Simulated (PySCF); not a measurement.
**Adding and removing an electron: SrCa**

RHF-CCSD(T); PySCF, scalar-relativistic core potentials, basis sets Sr def2-SVPD with ECP28, Ca def2-SVPD. Neutral (RHF): singlet (closed shell), Re = 4.710 Å, ωe = 39.6 cm⁻¹, De = 0.13 eV.

SrCa⁺ (ROHF): doublet (σ ↑), Re = 4.086 Å, ωe = 100 cm⁻¹, De = 0.88 eV to Sr⁺ + Ca. The energies at the minima are -707.23417 hartree for SrCa and -707.05792 for SrCa⁺.

Task: Work out the adiabatic ionisation energy, without and with harmonic zero-point energies (1 hartree = 27.2114 eV, 1 eV = 8065.5 cm⁻¹), and the change of the bond length.

Result: At CCSD(T): 0.17625 hartree = 4.796 eV between the minima; the zero-point term (100.0 − 39.6)/2 cm⁻¹ = +0.004 eV makes it 4.800 eV. Re changes by -62.4 pm against the neutral. The electron leaves a σ orbital, and the shorter bond of the ion fits an antibonding orbital, or a change in how ionic the bond is.

Correlated steps freeze 5 core orbitals. Weak bonds: SrCa. Basis-set superposition, not corrected here, can be much of De in a small basis, most of all at correlated wavefunction levels. Spin–orbit coupling is left out. For an ion De counts to the pair picked by the measured ionisation energies or electron affinities, which need not be the lowest pair at this level. States were picked by a PBE0 search and need not be the measured ground states.
